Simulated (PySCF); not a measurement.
**Multinuclear NMR of C$_{2}$H$_{11}$NSi$_{4}$**

Cartesian coordinates in Å; atom numbers follow the order of the lines, from 1:
```xyz
18

Si    3.755    1.426    0.581
C     2.153    0.510    0.688
C     1.097   -0.081    0.739
Si   -0.522   -0.974    0.796
N    -1.426   -0.567   -0.646
Si   -1.128    0.956   -1.445
Si   -2.674   -1.623   -1.248
H     3.793    2.422    1.656
H     4.852    0.467    0.737
H     3.832    2.084   -0.726
H    -0.271   -2.418    0.798
H    -1.269   -0.545    1.988
H    -1.089    2.018   -0.439
H    -2.231    1.184   -2.378
H     0.143    0.881   -2.167
H    -2.416   -1.903   -2.662
H    -3.978   -0.974   -1.087
H    -2.630   -2.855   -0.463
```

Computed data (PySCF): shielding tensors at PBE0/pcSseg-1 (GIAO), GFN2-xTB structure. Single conformer, non-relativistic Hamiltonian, one averaged value for each set of equivalent atoms, no solvent model.

Question: Predict the 29Si NMR data.

Answer: 
```csv
atoms,environment,σ (ppm),δ (ppm)
Si6/Si7,"silicon bonded to N, 3 H",399.1,-48.1
Si4,"silicon bonded to C, N, 2 H",402.4,-50.8
Si1,"silicon bonded to C, 3 H",448.6,-88.8
```

Shieldings were converted by a linear fit to measured shifts: 29Si: δ = 279.94 − 0.822σ (rms 8.9 ppm, 72 shifts, 25.8 ppm with the 6 outliers that the fit left out vs TMS, solution or neat liquid). Occasional misses reach two or three times the rms, and more in compound classes unlike the fitted ones.

On a 600 MHz spectrometer 29Si resonates near 119.2 MHz, so 1 ppm is 119.2 Hz.

Question: Predict the 15N NMR data.

Answer: 
```
atoms              environment  σ (ppm)  δ (ppm)
   N5  nitrogen bonded to 3 Si    289.2   -414.5
```

Shieldings were converted by a linear fit to measured shifts: 15N: δ = -148.07 − 0.921σ (rms 6.3 ppm, 71 shifts vs CH3NO2, solution or neat liquid). Occasional misses reach two or three times the rms, and more in compound classes unlike the fitted ones.

On a 400 MHz spectrometer 15N resonates near 40.5 MHz, so 1 ppm is 40.5 Hz.
